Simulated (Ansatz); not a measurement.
Molecule: C₃H₂F₃, charge 0, multiplicity 2. It need not be the lowest isomer of its formula. SMILES: C=C(F)[C](F)F
Structure (B3LYP-D3(BJ)/def2-TZVP (Ansatz, a program for electronic structure) minimum search):
```xyz
8

C     -1.8748    -0.1847     0.2934
C     -0.6657     0.1415    -0.2531
F     -0.6267     0.8188    -1.4216
C      0.5790    -0.1504     0.2674
F      1.7173     0.1853    -0.2966
F      0.7402    -0.8056     1.4004
H     -1.9237    -0.7249     1.2250
H     -2.7846     0.1002    -0.2107
```
Charge 0, spin multiplicity 2.

Atomisation energy built up term by term with Ansatz (kcal/mol; UHF references for open shells; valence terms freeze the core; atomic spin-orbit terms are left out). Basis-set limits of correlation are two-point, X^-3; Hartree-Fock from the larger set.

The UHF reference is spin-contaminated (<S^2> 0.20 over the pure value in the largest basis). 

```tsv
term	basis	kcal/mol
Hartree-Fock	cc-pVQZ	552.51
CCSD correlation	CBS(cc-pVTZ,cc-pVQZ)	213.97
(T)	CBS(cc-pVTZ,cc-pVQZ)	19.22
core correlation	cc-pwCVTZ	3.66
scalar relativity (X2C)	cc-pVTZ-DK against cc-pVTZ	-1.04
sum: De		788.3
```

(T) makes 2.4 % of the CCSD(T) atomisation energy; under 5 % is typical of single-reference molecules.
